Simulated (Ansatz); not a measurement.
Spin states of the cluster RbBr₂, each relaxed with PBE-D4/def2-TZVP in Ansatz. Electronic energies in the gas phase.

In the def2 sets Rb takes a core potential; there is no spin–orbit coupling. Correlated methods freeze 18 core orbitals; core or outer-core shells of Rb, Br are correlated, in sets that lack core-valence functions. In CCSD on the charge 0 quartet the largest single amplitude is 0.23, so its Hartree–Fock determinant may place the open shell otherwise than the density functionals do. HOMO above LUMO, or a gap near zero within one spin, warns that the state may not be the lowest or that an electron is smeared out. In the doublet, Br2 and Br3 lie 2.96 Å apart (atoms count from 1), so these atoms are partly bonded to each other. In the quartet, Br2 and Br3 lie 2.70 Å apart (atoms count from 1), so these atoms are partly bonded to each other. The structure comes from a short search, and lower isomers may exist.

Doublet geometry (C2v within 0.1 Å):

Cartesian coordinates in Å:
```
Rb -0.456 -1.028 -1.523
Br -0.805 -0.196 1.550
Br 1.261 1.224 -0.027
```

Quartet geometry (C2v within 0.1 Å):

```xyz
3

Rb   -0.062    2.094   -1.895
Br    1.290   -0.699    1.291
Br   -1.227   -1.395    0.604
```

⟨S²⟩: doublet 0.75 at PBE0-D4/def2-TZVP (pure 0.75), quartet 3.76 at PBE0-D4/def2-TZVP (pure 3.75).

Run but left out: LDA (SPW92)/def2-TZVP (quartet: an occupied level 0.10 eV above an empty one).

Only these spin states were relaxed. The quartet has other bonds than the doublet, so the gap mixes isomer and spin.

| level | quartet − doublet (kcal/mol) | lowest of these | remarks |
| --- | --- | --- | --- |
| HF/def2-TZVPP | 91.1 | doublet | – |
| PBE-D4/def2-TZVP | 94.1 | doublet | gap within one spin near zero (quartet) |
| r2SCAN-D4/def2-TZVP | 103.7 | doublet | – |
| B2PLYP/def2-TZVP | 106.0 | doublet | – |
| MP2/def2-TZVP | 113.2 | doublet | – |
| MP2/def2-TZVPP | 113.6 | doublet | – |
| CCSD/def2-TZVPP | 106.5 | doublet | – |
| CCSD(T)/def2-TZVPP | 106.2 | doublet | – |
